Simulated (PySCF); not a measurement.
Structure problem from calculated spectra and properties.

Formula: C4H11BF3P.

* NMR, other nuclei: isotropic shieldings of nuclei other than C and H, by class: 150 (1 B), 262 (3 F), 347 (1 P) ppm [GIAO PBE0/pcSseg-1]
* 13C NMR: chemical shifts (computed TMS as zero) by class: 131.3 (1 C), 31.9 (1 C), 19.5 (1 C), 9.2 (1 C) ppm [GIAO PBE0/pcSseg-1]
* Triplet: lowest triplet excitation (Tamm–Dancoff): 6.82 eV [TDA B3LYP/def2-SVPD]
* Valence photoelectron: vertical ionisation energy: 10.44 eV [ΔSCF B3LYP/def2-SVPD]
* Dipole: 4.41 D [B3LYP/def2-SVPD]
* UV, first state: lowest singlet excitation: 7.16 eV (173 nm, f = 0.014) [TDDFT B3LYP/def2-SVPD]
* 1H NMR: chemical shifts (computed TMS as zero) by class: 4.65 (1 H), 2.39 (1 H), 1.75 (1 H), 1.56 (1 H), 1.35 (1 H), 1.29 (3 H), 0.86 (3 H) ppm [GIAO PBE0/pcSseg-1]
* Polarisability: 96.5 au [B3LYP/def2-SVPD]
* Rotational structure: rotational constants A, B, C: 2.672, 0.581, 0.539 GHz [PBE0-D3(BJ)/def2-SVP]

Electronic properties: PySCF, gas phase, density fitting. Levels stand in brackets. The structure is a single PBE0-D3(BJ)/def2-SVP conformer in the gas phase; no vibrational or solvent corrections. NMR values are class means; diastereotopic atoms form classes of their own.

Question: Propose a structure and show how it fits.

Answer: Numbering: `[BH3-:1][P@H+:2]([CH3:3])[CH2:4][CH2:5][C:6]([F:7])([F:8])[F:9]`. 4 carbons fall into 4 classes; from least to most shielded: CF3 carbon [C6] (131.3 ppm), chain CH2 carbon [C5] (31.9 ppm), sp3 carbon bound to phosphorus [C4] (19.5 ppm), sp3 carbon bound to phosphorus [C3] (9.2 ppm). Hydrogen classes from least to most shielded: 1 H on a phosphorus bonded to B, 2 C and H, P2 (4.65 ppm), 1 H on a chain CH2 carbon, C5 (2.39 ppm), 1 H on an sp3 carbon bound to phosphorus, C4 (1.75 ppm), 1 H on a chain CH2 carbon, C5 (1.56 ppm), 1 H on an sp3 carbon bound to phosphorus, C4 (1.35 ppm), 3 H on an sp3 carbon bound to phosphorus, C3 (1.29 ppm), 3 H on a four-coordinate boron, B1 (0.86 ppm). The other shieldings belong to: 150 ppm, four-coordinate boron [B1]; 262 ppm, fluorine of a CF3 group [F7/F8/F9]; 347 ppm, phosphorus bonded to B, 2 C and H [P2]. The optimised geometry has point group C1 and is an asymmetric top. Structure: `C([P@H+]([BH3-])C)CC(F)(F)F`. The assignments are read from this structure; whether some other isomer fits the data as well wasn't checked. The mirror image fits equally.

Conformer computed: `[BH3-:1][P@H+:2]([CH3:3])[CH2:4][CH2:5][C:6]([F:7])([F:8])[F:9]`: B1–P2–C4–C5 -55°, P2–C4–C5–C6 177°, C4–C5–C6–F7 -60°.
